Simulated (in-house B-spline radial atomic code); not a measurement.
A fraction x of an electron is removed from 3d in In³⁺, starting from [Kr] 4d10 and keeping the highest spin. Level of theory: scalar-relativistic (X2C) CAM-B3LYP, spin-polarised, spherical fractional occupations, Fermi nucleus of rms radius 4.6156 fm; calculated with a B-spline radial code for spherical atoms.

Caution: exact exchange at fractional occupations of open shells leaves self-interaction of up to several eV.

```json
{"x": "0", "E(x) - E(0) (eV)": "0.0000", "3d down level (eV)": "-472.033"}
{"x": "0.03", "E(x) - E(0) (eV)": "14.1783", "3d down level (eV)": "-473.190"}
{"x": "0.23", "E(x) - E(0) (eV)": "109.5916", "3d down level (eV)": "-480.959"}
{"x": "0.35", "E(x) - E(0) (eV)": "?", "3d down level (eV)": "?"}
{"x": "0.43", "E(x) - E(0) (eV)": "206.5682", "3d down level (eV)": "-488.823"}
{"x": "0.5", "E(x) - E(0) (eV)": "240.8829", "3d down level (eV)": "-491.598"}
{"x": "0.61", "E(x) - E(0) (eV)": "295.1996", "3d down level (eV)": "-495.982"}
{"x": "0.71", "E(x) - E(0) (eV)": "?", "3d down level (eV)": "?"}
{"x": "0.86", "E(x) - E(0) (eV)": "420.4504", "3d down level (eV)": "-506.048"}
{"x": "0.96", "E(x) - E(0) (eV)": "471.2583", "3d down level (eV)": "-510.114"}
{"x": "1", "E(x) - E(0) (eV)": "491.6955", "3d down level (eV)": "-511.746"}
```

What belongs in the row x = 0.35?

An energy change of 167.5887 eV; 3d down at -485.666 eV.

What belongs in the row x = 0.71?

An energy change of 344.9981 eV; 3d down at -499.992 eV.

Check Janak's theorem between x = 0.03 and 0.23.

The slope of the energy is 477.07 eV; the orbital levels give 477.07 eV (-ε of the emptying orbital, averaged over the two points).
